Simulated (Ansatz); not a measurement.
Reaction (ligand exchange at a Zr–Cl bond): `[F][Zr]([F])([Cl])[Cl]` + H–F → `[F][Zr]([F])([F])[Cl]` + HCl

Isolated molecules relaxed with PBE0-D4/def2-TZVP in Ansatz; ΔE leaves out vibrations. CCSD(T)/CBS adds triple-zeta CCSD(T) − MP2 to the extrapolated MP2 energy (def2 sets, frozen cores). This one scheme is used for every species. Functionals use def2-TZVPP. B3LYP here is the variant with VWN-RPA as its local correlation; programs differ in this. def2 core potentials past Kr. For Zr outer-core shells are correlated without core-valence functions, which leaves a few kJ/mol of doubt a bond.

`[F][Zr]([F])([Cl])[Cl]`:

```xyz
5

F    -0.405    0.599   -1.798
Zr    0.060    0.030   -0.065
F     1.926    0.170    0.136
Cl   -0.994    1.390    1.506
Cl   -0.587   -2.190    0.222
```

H–F:

Cartesian coordinates in Å:
```
F 0.245 -0.300 -0.249
H -0.245 0.300 0.249
```

`[F][Zr]([F])([F])[Cl]`:

```xyz
5

F     0.943   -1.667    0.076
Zr    0.082    0.010   -0.001
F     0.620    1.047    1.481
F     0.595    0.893   -1.589
Cl   -2.239   -0.283    0.032
```

HCl:

Z-matrix (Å, degrees):
```
Cl
H 1 1.279
```

(1) Is it downhill or uphill in electronic energy at CCSD(T)/CBS, and by how much? (Best estimate.)

(2) What do these levels give: PBE-D4, B3LYP-D4, r2SCAN0-D4, CAM-B3LYP-D4, PBE, BHLYP, LC-ωPBE, RPA@PBE/def2-TZVPP, HF/def2-TZVPP, CCSD/def2-TZVPP, SCS-MP2/def2-QZVPP, HF/CBS(def2)? (An estimate is asked.)

Largest T1 diagnostic among the species: 0.017.

## Answers

(1) Ansatz gave: Downhill: ΔE = -0.14 eV.

(2) Ansatz gave: PBE-D4 -0.22, B3LYP-D4 -0.22, r2SCAN0-D4 -0.17, CAM-B3LYP-D4 -0.29, PBE -0.25, BHLYP -0.23, LC-ωPBE -0.33, RPA@PBE/def2-TZVPP -0.21, HF/def2-TZVPP -0.20, CCSD/def2-TZVPP -0.19, SCS-MP2/def2-QZVPP -0.16, HF/CBS(def2) -0.21 eV.

At CCSD(T), def2-SVP lies −0.19 eV from the extrapolated value and def2-TZVPP −0.04 eV. The D4 term adds +0.05 eV with B3LYP and +0.03 eV with PBE0; it sums over pairs of atoms, weighted by their polarisabilities, and B3LYP, whose exchange is more repulsive, gets the larger term.
